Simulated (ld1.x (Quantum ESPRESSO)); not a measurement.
## nitrogen, RRKJ: configuration errors across variants

* Element: nitrogen
* Generator: ld1.x (Quantum ESPRESSO) 7.5
* Type: norm-conserving RRKJ (Kleinman–Bylander form)
* Functional: PBEsol
* Relativity: scalar-relativistic
* Frozen core: [He]
* Valence charge: 5
* Reference configuration: 2s1 2p4
* Partial waves: 2p (bound): rc 1.80 bohr; 3d channel at 0.2 Ry: rc 1.95 bohr; 2s (bound): rc 0.85 bohr
* Local potential: the s channel
* Core correction: Bessel-smoothed model core inside 0.85 bohr
* rho0: 0.005

All-electron excitation energies from the reference (eV): (1) 2s2 2p3 -11.434; (2) 2s2 2p2 2.087; (3) 2s2 2p1 30.824; (4) 2s1 2p3 13.801; (5) 2s2 2p3.3 -13.038; (6) 2s1 2p0 155.226; (7) 2s0 2p5 11.461.

2 further variants failed, have other tests or another functional or relativity, and are left out.

Errors AE − PS in meV (a dash: test not solved or not reliable):

| change | (1) | (2) | (3) | (4) | (5) | (6) | (7) | bound ghosts |
| --- | --- | --- | --- | --- | --- | --- | --- | --- |
| base | -0.4 | +102 | +504 | +13 | -9.9 | +2706 | 0.0 | none |
| wave 3d channel at 0.2 Ry: rc 1.95 bohr becomes 3d channel at 0.2 Ry: rc 2.74 bohr | -0.4 | +102 | +504 | +13 | -9.9 | +2706 | 0.0 | none |
| type TM; local potential the d channel; rho0 0 | +2.1 | +84 | +411 | +13 | -4.6 | +2198 | +2.5 | none |
| wave 2p (bound): rc 1.80 bohr becomes 2p (bound): rc 2.46 bohr | -50 | +352 | +1792 | +89 | -88 | +8739 | -49 | none |
| wave 3d channel at 0.2 Ry: rc 1.95 bohr becomes 3d channel at -0.12 Ry: rc 1.95 bohr | -0.4 | +102 | +504 | +13 | -9.9 | +2706 | 0.0 | none |
| local potential all-electron potential smoothed inside 1.05 bohr (lloc = -1) | -0.6 | +100 | +497 | +13 | -9.8 | +2692 | -0.3 | none |
| wave 2s (bound): rc 0.85 bohr becomes 2s (bound): rc 0.96 bohr | -0.3 | +103 | +507 | +13 | -9.8 | +2714 | 0.0 | none |
| all radii but the core radius scaled by about 1.10 (s 0.94, p 1.98, d 2.14 bohr) | -7.5 | +153 | +766 | +24 | -22 | +3977 | -6.9 | none |
| wave 2s (bound): rc 0.85 bohr becomes 2s (bound): rc 0.86 bohr | -0.4 | +102 | +504 | +13 | -9.8 | +2706 | 0.0 | none |

Question: Give the same row for: core correction Bessel-smoothed model core inside 1.00 bohr.

Answer: +2.1, +107, +520, +13, -7.7, +2798, +2.9; bound ghosts: none.
